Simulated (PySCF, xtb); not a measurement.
VF₄, SMILES [F][V+]([F])([F])[F], charge +1, multiplicity 1.

Harmonic wavenumbers (cm⁻¹) from GFN2-xTB (xtb) at its own minimum, in rising order: 207, 207, 231, 231, 231, 623, 742, 742, 742.

Question: What does PySCF 2.14.0 with PBE-D3(BJ)/def2-SVP give at its own minimum? (The exact figures need the calculation; the answer reports its results.)

Answer: 223, 223, 242, 242, 242, 780, 909, 909, 909. Paired by order, the mean absolute difference is 80 cm⁻¹ and the zero-point energies are 5.7 and 6.7 kcal/mol.
